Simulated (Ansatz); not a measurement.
Mulliken charges of Cl₃H₃O₃W (`[OH][W]([OH])([OH])([Cl])([Cl])[Cl]`) from r2SCAN/def2-TZVPP in Ansatz (PBE0-D4/def2-TZVP geometry).

```
atom   x (Å)   y (Å)   z (Å)  charge (e)
  O1  -0.677  -1.763  -0.378      -0.316
  W2   0.081  -0.088  -0.098       1.068
  O3   1.154  -0.503   1.359      -0.284
  O4  -0.777   0.841  -1.456      -0.284
 Cl5   0.783   2.121   0.476      -0.335
 Cl6  -1.779   0.215   1.323      -0.313
 Cl7   1.793  -0.627  -1.530      -0.221
  H8  -1.487  -2.095   0.019       0.228
  H9   1.659   0.111   1.899       0.229
 H10  -0.751   1.789  -1.614       0.229
```

By hand: the dipole of these point charges (1 e Å = 4.8032 D).

Σ q r = (-0.039, -0.315, -0.124) e Å, of length 0.341 e Å = 1.64 D.

How does the dipole of the full density compare? (Best estimate.)

Computed: (-0.062, -0.103, -0.007) e Å, 0.58 D; the point charges give 2.83 times that, at 29° from its direction.

Point charges leave out the atoms' own dipoles, such as those of lone pairs, and Mulliken's split depends on the basis, so the two needn't agree.
